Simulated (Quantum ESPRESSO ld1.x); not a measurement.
Task: Coherent X-ray form factor from a spherical all-electron density. Method: Dirac Kohn-Sham, Engel-Vosko exchange with Perdew-Wang LDA correlation, spin-unpolarised, spherical densities, point nucleus; computed with ld1.x of Quantum ESPRESSO 7.5.

sin(theta)/lambda (1/angstrom)  f0 (electrons)
0.05                                    51.323
0.1                                     49.455
0.15                                    46.798
0.2                                     43.811
0.25                                    40.842
0.3                                     38.077
0.4                                     33.313
0.5                                     29.375
0.6                                     26.053
0.8                                     21.068
1                                       17.899
1.25                                    15.178
1.5                                     12.839
2                                        8.883

The species is in the configuration that NIST lists as its ground one. Which atom or ion scatters so?

Result: The caesium ion Cs3+, [Kr] 4d10 5s2 5p4. Extrapolating in s^2 from the first two rows gives f0(0) = 51.9, near the electron count 52; among species with that count, the fall with angle is slower the higher Z, and the table is that of Z = 55; from so few rows the species is fixed only to a neighbour or two.
